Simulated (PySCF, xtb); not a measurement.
pyridine-3-carbonitrile (C₆H₄N₂), SMILES C(c1cccnc1)#N.

Harmonic wavenumbers (cm⁻¹) from GFN2-xTB run with xtb 6.7.1 at its own minimum, in rising order: 128, 147, 311, 364, 454, 531, 547, 604, 680, 784, 788, 896, 919, 926, 1005, 1090, 1135, 1193, 1233, 1259, 1272, 1395, 1440, 1552, 1566, 2375, 3067, 3068, 3082, 3102.

What does PBE0-D3(BJ)/def2-SVP (PySCF 2.14.0) give at its own minimum? (The exact figures need the calculation; the answer reports its results.)

149, 165, 366, 415, 481, 568, 594, 638, 727, 803, 835, 961, 992, 1025, 1039, 1079, 1140, 1232, 1252, 1335, 1365, 1468, 1522, 1645, 1682, 2396, 3188, 3195, 3227, 3241. Paired by order, the mean absolute difference is 61 cm⁻¹ and the zero-point energies are 52.8 and 55.4 kcal/mol.
